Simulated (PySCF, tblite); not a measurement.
H₉NSi₃ (charge +1 and doublet state).
Bonds: Si1–N2, N2–Si3, N2–Si4. Hydrogens: H5, H6, H7 on Si1; H8, H9, H10 on Si3; H11, H12, H13 on Si4.

The geometry is computed with GFN2-xTB (gas phase). This method treats the open shell by occupation alone, without spin polarisation.

(1) List the bond lengths and angles at this level.

Results:

(1) 
```csv
bond,length (Å)
Si1–N2,1.777
N2–Si3,1.777
N2–Si4,1.776
Si1–H5,1.468
"Si1–H6, Si1–H7",1.460
"Si3–H8, Si3–H9",1.466
Si3–H10,1.456
"Si4–H11, Si4–H13",1.460
Si4–H12,1.470
```

Bonds in one row agree within 0.01 Å and their mean is given. A selection of angles:
```csv
angle,degrees
N2–Si1–H5,102.1
N2–Si1–H6,107.1
N2–Si1–H7,104.3
H5–Si1–H6,114.6
H5–Si1–H7,111.1
Si1–N2–Si3,119.9
Si1–N2–Si4,119.9
Si3–N2–Si4,120.1
N2–Si3–H8,103.4
N2–Si3–H10,107.0
H8–Si3–H9,111.0
H8–Si3–H10,115.2
N2–Si4–H11,107.0
N2–Si4–H12,102.2
N2–Si4–H13,104.4
H11–Si4–H12,114.5
H12–Si4–H13,111.2
```

Si1 (silicon bonded to N and 3 H) is distorted tetrahedral (angles from 102.1° to 116.0°). The 4 heavy atoms lie in one plane (0.000 Å rms). All 3 N–Si bonds measure 1.776 to 1.777 Å. Si4 (silicon bonded to N and 3 H) is distorted tetrahedral (angles from 102.2° to 116.0°). N2 (nitrogen bonded to 3 Si) is planar (angles 120.1°, 119.9° and 119.9°, sum 360.0°, 0.00 Å off the plane of its three neighbours). Si3 (silicon bonded to N and 3 H) is distorted tetrahedral (angles from 103.4° to 115.4°).

Its GFN2-xTB frequencies are all real (lowest 53 cm⁻¹). 2 starts were optimised and ended at 0.00 and 1.61 kcal/mol (GFN2-xTB); the lowest of these is shown.
